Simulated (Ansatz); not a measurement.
BBrHS, SMILES `S[B]Br` radical, charge 0, multiplicity 2.

(1) Give a relaxed structure at PBE0-D4/def2-TZVP (Ansatz 0.2.0). (An estimate is asked.)

Answers

(1) The calculation gave: 
```xyz
4

S    -0.9565   -0.5172    0.2319
B     0.5152    0.3602   -0.1757
Br    2.2529   -0.1712    0.3152
H    -1.8115    0.3282   -0.3714
```
Point group Cs.
